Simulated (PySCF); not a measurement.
A geometry optimisation on `O=CC1=N[SiH2]C1`.

Method: PBE0-D3(BJ)/def2-SVP geometry optimisation, gas phase (PySCF 2.14.0). Start geometry: GFN2-xTB. The command runs a driver script over a list of jobs; the input below is this job's line of settings and its coordinates in Å.

Command:
```bash
OMP_NUM_THREADS=1 python probes_run.py task.json out
```

Input:
```
{"job": {"xc": "PBE0", "basis": "def2-SVP", "d3": "d3bj", "grid": 1, "shake": 0.01, "kind": "geom"}, "charge": 0, "multiplicity": 1}
O     -2.516300    -0.931100    -0.626630
C     -1.993890    -0.364440     0.288190
C     -0.573580    -0.027740     0.321800
N      0.025110     0.559960     1.335940
Si     1.615020     0.561320     0.572680
C      0.475530    -0.275370    -0.724260
H     -2.519570    -0.059420     1.207030
H      2.577550    -0.291490     1.263000
H      2.076300     1.911800     0.278030
H      0.266390     0.230690    -1.647060
H      0.605530    -1.340050    -0.929590
```

Output:
```
step   0  E = -536.07093195  max force = 0.061144
step   1  E = -536.07526405  max force = 0.025407
step   2  E = -536.07809297  max force = 0.010458
step   3  E = -536.07836532  max force = 0.014375
step   4  E = -536.07944891  max force = 0.006271
step   5  E = -536.07984691  max force = 0.001550
step   6  E = -536.07997238  max force = 0.001715
step   7  E = -536.08007257  max force = 0.001546
step   8  E = -536.08012532  max force = 0.000549
step   9  E = -536.08014805  max force = 0.000818
step  10  E = -536.08016771  max force = 0.000823
step  11  E = -536.08017847  max force = 0.000306
optimisation converged
```

Energies in Eh; «max force» is the largest Cartesian gradient component in Eh/bohr.

Q: Give the first gradient maximum in eV/Å.

A: With 1 Eh/bohr = 51.422 eV/Å, 3.144 eV/Å.

Summary of the converged run: final energy -536.08018 Eh after 11 steps; dipole 2.19 D.

Q: Where do the atoms end?

A: 0.046 Å rms from the input after alignment:
```
atom  x, y, z in Å
O1    -2.2406   -1.5525   -0.2819
C2    -1.8372   -0.7661    0.5324
C3    -0.5053   -0.0904    0.4157
N4    -0.0817    0.7351    1.3115
Si5    1.4330    0.9396    0.3403
C6     0.4677   -0.2973   -0.7305
H7    -2.4138   -0.4721    1.4439
H8     2.6679    0.4643    1.0258
H9     1.6336    2.3203   -0.1841
H10    0.0791    0.0282   -1.7076
H11    0.8357   -1.3299   -0.8269
```

Hardware: one thread, AMD EPYC 7R43 (x86_64), shared host with 256 logical CPUs at a one-minute load of 86. Cost: 60 s of wall time, 0.48 GiB resident at most.
Labels such as C1 count atoms from 1, the log's own numbers from 0.
